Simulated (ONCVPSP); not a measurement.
## Ga: excitation energies, all-electron against ONCV

Ga (Z = 31), optimised norm-conserving Vanderbilt (ONCV), made with ONCVPSP 4.0.1 (PBEsol, scalar-relativistic). Core [Ne], reference 3s2 3p6 3d10 4s2 (charge +1). Waves: 3s+4s: rc 1.10 bohr, ncon 4, nbas 8, qcut 9.7 1/bohr, 2 projectors; 3p: rc 0.75 bohr, ncon 4, nbas 7, qcut 12.8 1/bohr, 2 projectors, debl 1.6 Ha; 3d: rc 1.00 bohr, ncon 4, nbas 9, qcut 17.3 1/bohr, 2 projectors, debl 0.6 Ha. Local part: polynomial inside 0.75 bohr (lpopt 4, dvloc0 4 Ha). Core correction: Teter function, fcfact 4.25, rcfact 1.1.

In the p channel the program set the typed energies aside and used -3.932, 0.250 Ha. In the d channel the program set the typed energies aside and used -1.009, 0.250 Ha.

Energies are relative to the spin-unpolarised reference configuration 3s2 3p6 3d10 4s2; without spin polarisation the order of configurations can differ from experiment.

Give the all-electron excitation energy and the error of the potential for: 3s2 3p6 3d10 4s2 4p1; 3s2 3p6 3d10 4s1; 3s2 3p6 3d10 4s0; 3s2 3p6 3d10 4s1 4p1.

```csv
valence configuration,charge,ΔE all-electron (eV),error AE − PS (meV)
3s2 3p6 3d10 4s2 4p1,0,-5.680,+0.4
3s2 3p6 3d10 4s1,+2,21.137,-1.6
3s2 3p6 3d10 4s0,+3,52.258,-3.5
3s2 3p6 3d10 4s1 4p1,+1,7.405,-0.9
```

Levels in the configuration 3s2 3p6 3d10 4s1:

```tsv
level	all-electron (eV)	pseudo (eV)
3s	-168.134	-168.140
3p	-119.043	-119.041
3d	-39.388	-39.395
4s	-26.033	-26.032
```
